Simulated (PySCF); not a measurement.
Compound: C7H10N2.
Atom-mapped SMILES: `[CH3:1][CH2:2][NH:3][c:4]1[cH:5][cH:6][cH:7][cH:8][n:9]1`

NICS is the negative of the GIAO shielding at a point without a nucleus: at the ring centre (0) and 1 Å above and below it (1); zz is the component along the ring normal. Level: GIAO KT2/pcSseg-1 (PySCF, non-relativistic, gas phase) on the PBE0-D3(BJ)/def2-SVP geometry, one conformer.

Ring bond lengths (Å): C4–C5 1.416, C5–C6 1.382, C6–C7 1.400, C7–C8 1.389, C8–N9 1.331, N9–C4 1.336.

Task: What do the NICS probes read (ppm)?

Result: 
```
             ring                                               type  NICS(0)  NICS(1), two faces  NICS(1)zz, two faces  rms pucker (Å)  centre to ring atoms, mean (Å)
C4–C5–C6–C7–C8–N9  6-membered ring with N; formal bonds all aromatic     -5.6         -8.4 / -8.6         -19.7 / -19.9            0.00                            1.38
```

Task: What can be read from them?

Result: 
- C4–C5–C6–C7–C8–N9: mean NICS(1)zz -19.8 ppm, shielded.

Task: And the bond-length index? HOMA = 1 − mean of α(R − Ropt)² over the ring bonds, with Krygowski's 1993 parameters (CC: Ropt 1.388 Å, α 257.7 Å⁻²; CN: Ropt 1.334 Å, α 93.52 Å⁻²).

Result: 
- C4–C5–C6–C7–C8–N9: HOMA 0.96; the largest term is that of C4–C5, α(R − Ropt)² = 0.20.

Task: What is the mean of the two in-plane components of NICS at the second NICS(1) probe listed for ring C4–C5–C6–C7–C8–N9, 1 Å off the ring?

Result: The isotropic value is a third of the trace: (3 × -8.6 − (-19.9))/2 = -2.9 ppm.

Task: List the ring angles.

Result: 
- C4–C5–C6–C7–C8–N9: C4 121.9°, C5 118.4°, C6 119.8°, C7 117.2°, C8 124.1°, N9 118.6°; sum 720.0° against 720° for a flat convex ring.

Task: How shielded are the nuclei of the rings and their hydrogens (means over atoms taken as equivalent)?

Result: 
| atoms | environment | σ isotropic (ppm) |
| --- | --- | --- |
| C4 | aromatic carbon bearing nitrogen | 33.9 |
| C5 | aromatic CH carbon | 80.9 |
| C6 | aromatic CH carbon | 53.1 |
| C7 | aromatic CH carbon | 76.1 |
| C8 | aromatic CH next to a ring nitrogen | 40.3 |
| N9 | pyridine-type nitrogen | -9.9 |
| H on C5 | aromatic hydrogen | 25.32 |
| H on C6 | aromatic hydrogen | 24.21 |
| H on C7 | aromatic hydrogen | 25.12 |
| H on C8 | aromatic hydrogen | 23.32 |

Task: How do the values depend on the level or the medium?

Result: 
```
             level  NICS(0), C4–C5–C6–C7–C8–N9  mean NICS(1)zz, C4–C5–C6–C7–C8–N9
 KT2/pcSseg-1, gas                        -5.6                              -19.8
PBE0/pcSseg-1, gas                        -6.0                              -21.7
```

The geometry is the same throughout.

Conformer computed: `[CH3:1][CH2:2][NH:3][c:4]1[cH:5][cH:6][cH:7][cH:8][n:9]1`: C1–C2–N3–C4 -78°, C2–N3–C4–C5 173°.
